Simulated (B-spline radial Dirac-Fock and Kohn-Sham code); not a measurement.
# Two-hole binding energies of Co³⁺

System: the Co³⁺ ion in the configuration [Ar] 3d6, inside a Watson sphere of charge -3 and radius 2.4 Å (a model of the Madelung potential; inside it an electron's potential energy is raised by 18.0 eV).

Method: multi-electron Dirac-Fock with separately optimised hole states, Breit and Lamb-shift corrections added in first order. Computed with a radial finite-basis atomic code. U is the two-hole binding energy less the two single-hole energies, the effective repulsion of the holes after relaxation. Each two-hole energy is an average over J within one jj subconfiguration.

| holes | E(a) (eV) | E(b) (eV) | E(ab) (eV) | U (eV) |
| --- | --- | --- | --- | --- |
| 1s⁻² | 7748.2 | 7748.2 | 15882.1 | 385.8 |
| 1s⁻¹ 2p1/2⁻¹ | 7748.2 | 834.6 | 8684.5 | 101.8 |
| 1s⁻¹ 2p3/2⁻¹ | 7748.2 | 820.1 | 8667.7 | 99.4 |
| 1s⁻¹ 3p1/2⁻¹ | 7748.2 | 100.5 | 7879.4 | 30.8 |
| 1s⁻¹ 3p3/2⁻¹ | 7748.2 | 98.61 | 7877.2 | 30.4 |
| 2p1/2⁻² | 834.6 | 834.6 | 1744.6 | 75.3 |
| 2p1/2⁻¹ 2p3/2⁻¹ | 834.6 | 820.1 | 1724.1 | 69.4 |
| 2s⁻¹ 3p1/2⁻¹ | 968.7 | 100.5 | 1096.9 | 27.7 |
| 2p1/2⁻¹ 3s⁻¹ | 834.6 | 142.6 | ? | ? |
| 2p1/2⁻¹ 3p3/2⁻¹ | 834.6 | 98.61 | 961.4 | 28.2 |
| 2p3/2⁻¹ 3p1/2⁻¹ | 820.1 | 100.5 | 949.0 | 28.3 |
| 3p1/2⁻² | 100.5 | 100.5 | 225.8 | 24.9 |
| 3p1/2⁻¹ 3p3/2⁻¹ | 100.5 | 98.61 | 222.3 | 23.2 |
| 3p3/2⁻² | 98.61 | 98.61 | 220.8 | 23.6 |

Question: Give the missing two-hole energy and U.

Answer: E(ab) = 1005.6 eV and U = 28.3 eV.
